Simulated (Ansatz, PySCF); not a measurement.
C5H4F2, SMILES FC1=C(F)CC=C1. Atoms are numbered in the order given.

```xyz
11

F      1.3852     1.5420     0.0000
C      0.6595     0.4265     0.0000
C     -0.6866     0.3262     0.0000
F     -1.5788     1.3133     0.0000
C     -1.0789    -1.1181     0.0000
C      0.2527    -1.8279     0.0000
C      1.2485    -0.9146     0.0000
H     -1.6874    -1.3763     0.8862
H     -1.6874    -1.3763    -0.8862
H      0.3601    -2.9120     0.0000
H      2.3232    -1.0989     0.0000
```
Charge 0, spin multiplicity 1.

The structure is a stationary point at B3LYP-D3(BJ)/def2-SVP. Other conformers were not sampled.

Two levels are set side by side: PBE-D3(BJ)/def2-SVP (Ansatz, a program for electronic structure) and B3LYP-D3(BJ)/def2-SVP (Ansatz). Each level has its own optimised geometry; the coordinates shown are those of the second. Frequencies come from the Hessian of PySCF at each geometry. Differences are taken from unrounded values.

| quantity | B3LYP-D3(BJ) | PBE-D3(BJ) | PBE-D3(BJ) minus B3LYP-D3(BJ) |
|---|---|---|---|
| mean bond length (Å) | 1.293 | 1.299 | 0.006 |
| bond F1–C2 (Å) | 1.331 | 1.337 | 0.006 |
| bond C2–C3 (Å) | 1.350 | 1.363 | 0.014 |
| bond C2–C7 (Å) | 1.465 | 1.464 | -0.001 |
| bond C3–F4 (Å) | 1.331 | 1.336 | 0.006 |
| bond C3–C5 (Å) | 1.497 | 1.498 | 0.001 |
| bond C5–C6 (Å) | 1.509 | 1.508 | -0.001 |
| bond C6–C7 (Å) | 1.351 | 1.362 | 0.010 |
| bond C5–H8 (Å) | 1.106 | 1.114 | 0.008 |
| bond C5–H9 (Å) | 1.106 | 1.114 | 0.008 |
| bond C6–H10 (Å) | 1.089 | 1.097 | 0.008 |
| bond C7–H11 (Å) | 1.090 | 1.098 | 0.008 |
| highest harmonic wavenumber (cm⁻¹) | 3241 | 3178 | -63 |
| mean harmonic wavenumber (cm⁻¹) | 1252 | 1216 | -35 |
| zero-point energy (kcal/mol) | 48.32 | 46.95 | -1.36 |

Exact exchange shortens and stiffens bonds; PBE has none. Differences between two approximate levels are no errors against the true value.
